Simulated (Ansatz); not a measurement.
`C=C[SiH](F)N[SiH2]F`, relaxed with RKS PBE0-D4/def2-TZVP in Ansatz from a GFN2-xTB geometry. The force threshold is 0.005 eV/Å; the program also tests the step.

Total charge 0; spin multiplicity 1.

Start:

```xyz
14

C     2.102    0.476    0.174
C     1.210    0.558    1.150
Si   -0.345   -0.486    1.265
F    -1.153   -0.010    2.584
N    -1.454   -0.140   -0.020
Si   -1.173   -0.106   -1.717
F    -0.150   -1.308   -2.029
H     1.985   -0.219   -0.641
H     2.982    1.100    0.139
H     1.384    1.272    1.947
H    -0.137   -1.915    1.440
H    -2.381    0.112    0.281
H    -2.413   -0.414   -2.408
H    -0.458    1.081   -2.164
```

Question: By how much does the energy fall, and how many steps does the optimiser take? (Best estimate.)

Answer: Computed: 6.23 kcal/mol, in 36 steps, 4 of them rejected.

Question: Which bonds change most? (Estimate.)

Answer: Ansatz gave: C2–Si3 from 1.877 to 1.844 Å; Si6–H13 from 1.453 to 1.480 Å; Si3–H11 from 1.455 to 1.482 Å; Si6–H14 from 1.456 to 1.477 Å.

Question: Give the relaxed structure. (Best estimate.)

Answer: Ansatz gave: 
```xyz
14

C     2.340    0.131    0.593
C     1.122    0.652    0.714
Si   -0.314   -0.400    1.197
F    -1.055    0.226    2.470
N    -1.443   -0.495   -0.097
Si   -1.361    0.188   -1.661
F    -0.524   -0.722   -2.677
H     2.531   -0.923    0.775
H     3.202    0.728    0.308
H     0.989    1.715    0.527
H     0.137   -1.748    1.615
H    -2.222   -1.123    0.054
H    -2.731    0.277   -2.215
H    -0.672    1.493   -1.603
```
